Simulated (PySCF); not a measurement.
Predicted microwave data (PBE0/pcSseg-1 in PySCF (dipole) on a GFN2-xTB geometry, gas phase) for one isomer of C5H9ClOSi2:

| Property | Result |
| --- | --- |
| Rotational constants | A = 1697, B = 625.6, C = 509.5 MHz |
| Dipole components | \|μa\| = 0.03 D, \|μb\| = 0.84 D, \|μc\| = 0.19 D |
| Inertial defect | -113.64 u·Å² |
| κ | -0.80 |

Task: Which candidate fits, each taken in the one conformer that was computed?
A. `[O:1]=[C:2]([SiH2:3][Cl:4])[SiH:5]1[CH2:6][CH:7]=[CH:8][CH2:9]1` with O1–C2–Si3–Cl4 169°, O1–C2–Si5–C6 17°
B. `[O:1]=[CH:2][C:3]#[C:4][C@:5]([SiH3:6])([Cl:7])[CH2:8][SiH3:9]` with C4–C5–C8–Si9 -58°
C. `[CH:1]#[C:2]/[CH:3]=[CH:4]/[O:5][SiH2:6][C@H:7]([SiH3:8])[Cl:9]` with C3–C4–O5–Si6 -176°, C4–O5–Si6–C7 -179°, O5–Si6–C7–Si8 -57°
D. `[SiH3:1][C@H:2]([Cl:3])[SiH2:4][c:5]1[cH:6][cH:7][cH:8][o:9]1` with Si1–C2–Si4–C5 -60°, C2–Si4–C5–C6 148°
E. `[SiH3:1][CH2:2][O:3][Si:4]1([Cl:5])[CH:6]=[CH:7][CH:8]=[CH:9]1` with Si1–C2–O3–Si4 180°, C2–O3–Si4–Cl5 180°

Result: A. It is O=C([SiH2]Cl)[SiH]1CC=CC1, an asymmetric top, point group C1. The candidates at the same level (rigid rotor, commonest isotopes):

```tsv
SMILES	A (MHz)	B (MHz)	C (MHz)	μa (D)	μb (D)	μc (D)	Δ (u·Å²)	point group	rotor
O=C([SiH2]Cl)[SiH]1CC=CC1	1697	625.6	509.5	0.03	0.84	0.19	-113.64	C1	asymmetric top
[SiH3]CO[Si]1(Cl)C=CC=C1	1397	630.3	497.9	0.07	2.83	0.00	-148.53	Cs	asymmetric top
[SiH3][C@H](Cl)[SiH2]c1ccco1	2043	532.3	467.9	2.66	0.67	0.10	-116.61	C1	near-prolate asymmetric top
C#C/C=C/O[SiH2][C@H]([SiH3])Cl	2590	348.1	312.6	0.46	0.14	0.17	-30.31	C1	near-prolate asymmetric top
O=CC#C[C@]([SiH3])(Cl)C[SiH3]	993.0	651.6	504.2	2.55	0.17	0.37	-282.20	C1	asymmetric top
```

`C#C/C=C/O[SiH2][C@H]([SiH3])Cl` has A 53 % too high; `[SiH3][C@H](Cl)[SiH2]c1ccco1` has A 20 % too high; `O=CC#C[C@]([SiH3])(Cl)C[SiH3]` has A 42 % too low; `[SiH3]CO[Si]1(Cl)C=CC=C1` has A 18 % too low. No structure here is proved a minimum.
